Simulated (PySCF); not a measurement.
Compound: CH7AlFN.
Cartesian coordinates in Å at the PBE0-D3(BJ)/def2-SVP level; atoms count from 1:
```
atom  x, y, z in Å
C1    -1.594   -0.408   -0.065
Al2   -0.113    0.875   -0.197
N3     1.533   -0.319    0.146
F4     0.144    1.874    1.148
H5    -1.619   -0.921    0.913
H6    -1.550   -1.186   -0.847
H7    -2.572    0.090   -0.180
H8     0.302    1.540   -1.595
H9     1.442   -0.811    1.037
H10    1.693   -1.018   -0.580
H11    2.371    0.262    0.205
```

Jobs on this species (11 atoms, 42 electrons) with PySCF (density fitting). Hardware of each: an Arm Neoverse V1 with one thread, on a shared host. Other jobs ran on the host; a repeat could differ by tens of per cent or more. Peak memory is the resident size of the whole Python process, interpreter and libraries included.

```tsv
level and settings	work	basis functions	SCF cycles	wall time	peak memory
delta-SCF UKS SCAN, def2-TZVP on the ionised atom, pcseg-1 elsewhere, spin-free X2C	ΔSCF core ionisation, 5 holes	114	?	?	?
delta-SCF UKS PBE, pcX-2 on the ionised atom, pcseg-1 elsewhere, spin-free X2C	ΔSCF core ionisation, 5 holes	137	72	12 s	0.42 GiB
delta-SCF UKS PBE0, pcX-2 on the ionised atom, pcseg-1 elsewhere, spin-free X2C	ΔSCF core ionisation, 5 holes	137	64	18 s	0.48 GiB
delta-SCF UKS SCAN, pcX-1 on the ionised atom, pcseg-1 elsewhere, spin-free X2C	ΔSCF core ionisation, 5 holes	117	71	15 s	0.36 GiB
delta-SCF UKS SCAN, pcX-2 on the ionised atom, pcseg-1 elsewhere, spin-free X2C	ΔSCF core ionisation, 5 holes	137	72	19 s	0.43 GiB
delta-SCF UKS B3LYP, pcX-2 on the ionised atom, pcseg-1 elsewhere, spin-free X2C	ΔSCF core ionisation, 5 holes	137	66	19 s	0.49 GiB
delta-SCF UKS SCAN, pcX-2 on the ionised atom, pcseg-1 elsewhere, non-relativistic	ΔSCF core ionisation, 5 holes	137	73	18 s	0.45 GiB
PBE0-D3(BJ)/def2-SVP, grid level 1	geometry optimisation from a GFN2-xTB start shaken at random	95	47	20 s	0.39 GiB
delta-SCF UKS HF, pcX-2 on the ionised atom, pcseg-1 elsewhere, spin-free X2C	ΔSCF core ionisation, 5 holes	137	63	9.8 s	0.43 GiB
```

Q: Fill in the missing figures.

A: 
- delta-SCF UKS SCAN, def2-TZVP on the ionised atom, pcseg-1 elsewhere, spin-free X2C; ΔSCF core ionisation, 5 holes: 16 s, 0.37 GiB, 69 SCF cycles

Q: What do all jobs in the table cost together?

A: About 2.4 min; the longest takes about 14 % of that, and about 2 times as long as the shortest.
